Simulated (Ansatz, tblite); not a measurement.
Cost and result up the ladder for tetramethylammonium triflate (C₅H₁₂F₃NO₃S) (25 atoms). The state is a singlet with charge 0. Geometry: PBE-D4/def2-SVP.

Ansatz on 4 threads of Arm Neoverse V2 on a shared host; xTB runs through tblite on one thread. Times are rough, summed over both states, and most runs start from the orbitals of an earlier one. PBE0-D4/def2-SVP serves as the yardstick here, not as an exact answer. The other state is a triplet.

The xTB rows come from tblite.

xTB has no spin-polarisation term.

```
           level  functions  wall time
        GFN2-xTB         69    0.036 s
        GFN1-xTB         81    0.055 s
 PBE-D4/def2-SVP        246       21 s
PBE0-D4/def2-SVP        246       45 s
```

Q: Estimate what each level gives for the vertical triplet (eV).

A: 
```csv
level,vertical triplet (eV),difference from PBE0-D4/def2-SVP (eV)
GFN2-xTB,7.01,0.27
GFN1-xTB,6.66,-0.08
PBE-D4/def2-SVP,5.80,-0.94
PBE0-D4/def2-SVP,6.74,0.00
```
